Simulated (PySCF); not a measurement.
# Which determinant of InS lies lowest?

Unrestricted PBE0; In def2-SVP with ECP28, S def2-SVP; scalar-relativistic core potentials (PySCF 2.14). Outer shells of the fragments: In 4d10 5s2 5p1; S 3s2 3p4.

Followed along the bond (rough minima from three points):

```json
{"2Ms+1": "2", "unpaired": "σ ↑", "⟨S²⟩ at the start": "0.76", "R at minimum (Å)": "2.30", "Te (eV)": "0.00"}
{"2Ms+1": "2", "unpaired": "π ↑", "⟨S²⟩ at the start": "0.75", "R at minimum (Å)": "2.54", "Te (eV)": "0.00"}
{"2Ms+1": "4", "unpaired": "σ ↑, π ↑↑", "⟨S²⟩ at the start": "3.76", "R at minimum (Å)": "2.58", "Te (eV)": "2.66"}
```

Solutions found at the starting distance of 2.375 Å, counted from the lowest of them; the search is not exhaustive and high or unbound solutions are not listed, so other states can lie among these:

```csv
2Ms+1,unpaired,term,E (eV),⟨S²⟩,⟨Lz²⟩,μ (D)
2,σ ↑,²Σ⁺,0.00,0.76,0.00,-4.10
2,π ↑,²Π,0.09,0.75,1.01,-1.62
4,"σ ↑, π ↑↑",mixed,2.75,3.76,2.01,-0.74
4,"σ ↑, π ↑↑",mixed,2.95,3.76,2.01,-0.79
2,"σ ↑, π ↑↓",mixed,3.14,1.76,2.01,-0.96
4,π ↑↑↑,⁴Π,4.32,3.76,1.00,3.96
```

A term symbol is given only where ⟨S²⟩ and ⟨Lz²⟩ are close to those of a pure state; real π, δ and φ orbitals otherwise mix terms. A positive dipole means In(−)S(+).

Q: Compare the gap between the two lowest followed solutions at the starting distance with the gap between their minima.

A: At PBE0 the second solution (doublet, unpaired electrons π ↑) lies +0.09 eV from the first (doublet, unpaired electrons σ ↑) at 2.375 Å and +0.00 eV at the minima; the two curves relax by different amounts, since their minima lie near 2.54 and 2.30 Å. A gap this small is a tie at this level.

Spin–orbit coupling is left out. Counting both spins, an empty level lies below a filled one in some of these solutions, because spin and occupation are held.
